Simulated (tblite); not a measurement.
Species: C₅H₂FNO.
Atom-mapped SMILES: `[CH:1]#[C:2][c:3]1[n:4][cH:5][c:6]([F:7])[o:8]1` (hydrogens: H9 on C1; H10 on C5)

All values are computed: GFN2-xTB (tblite) harmonic vibrations without scaling, gas phase. This tight-binding method is rough: wavenumbers can miss measured ones by several per cent, in bad cases by 10 to 20.

Harmonic wavenumbers (cm⁻¹): 127.6, 130.9, 281.1, 350.5, 406.8, 492.7, 555.6, 614.6, 623.0, 682.6, 696.7, 711.0, 813.9, 957.5, 1022.2, 1079.3, 1224.5, 1251.7, 1322.6, 1524.4, 1586.0, 2256.8, 3208.6, 3394.4.

A = 6685, B = 1386, C = 1148 MHz; mass 111.012 u (most abundant isotopes); point group Cs, symmetry number 1.

Question: What is the zero-point energy?

Answer: Half the sum of the wavenumbers: 12658 cm⁻¹ = 151.42 kJ/mol.

Question: Give the ideal-gas entropy at 273.15 K and 1 bar in the rigid-rotor, harmonic-oscillator model (classical rotation).

Answer: Translation 165.77, rotation 115.24, vibration 48.56: S = 329.6 J/(mol K).

Question: And Cp and H(273.15 K) − H(0)?

Answer: Cp = 101.08 J/(mol K), of which vibrations give 67.82 (their classical limit is 24 R = 199.5); H(273.15 K) − H(0) = 17.15 kJ/mol without the zero-point energy, 8.07 from vibrations.

Question: How do the functions run with temperature in this model?

Answer: 
```json
{"T (K)": "100", "S (J/(mol K))": "257.5", "Cp (J/(mol K))": "51.3", "H − H(0) (kJ/mol)": "4.01", "G − H(0) (kJ/mol)": "-21.74", "ln q(vib)": "0.37"}
{"T (K)": "200", "S (J/(mol K))": "301.5", "Cp (J/(mol K))": "79.9", "H − H(0) (kJ/mol)": "10.52", "G − H(0) (kJ/mol)": "-49.77", "ln q(vib)": "1.38"}
{"T (K)": "300", "S (J/(mol K))": "339.4", "Cp (J/(mol K))": "108.2", "H − H(0) (kJ/mol)": "19.97", "G − H(0) (kJ/mol)": "-81.85", "ln q(vib)": "2.64"}
{"T (K)": "500", "S (J/(mol K))": "405.1", "Cp (J/(mol K))": "149.1", "H − H(0) (kJ/mol)": "46.05", "G − H(0) (kJ/mol)": "-156.51", "ln q(vib)": "5.43"}
{"T (K)": "800", "S (J/(mol K))": "483.2", "Cp (J/(mol K))": "181.8", "H − H(0) (kJ/mol)": "96.27", "G − H(0) (kJ/mol)": "-290.29", "ln q(vib)": "9.55"}
{"T (K)": "1000", "S (J/(mol K))": "525.2", "Cp (J/(mol K))": "194.2", "H − H(0) (kJ/mol)": "133.95", "G − H(0) (kJ/mol)": "-391.24", "ln q(vib)": "12.07"}
```

q(vib) and H(0) count from the zero-point level.

Question: What must be added to the electronic energy to get the Gibbs energy at 273.15 K and 1 bar?

Answer: ZPE + [H(273.15 K) − H(0)] − T·S = 151.42 + 17.15 − 90.02 = 78.55 kJ/mol.

Question: Which modes carry the vibrational entropy at 273.15 K?

Answer: 127.6 cm⁻¹: 11.77; 130.9 cm⁻¹: 11.57; 281.1 cm⁻¹: 5.77; 350.5 cm⁻¹: 4.31; 406.8 cm⁻¹: 3.41; 492.7 cm⁻¹: 2.39 J/(mol K); the other 18 give 9.35 together.

Hindered rotation and anharmonicity are outside this model.
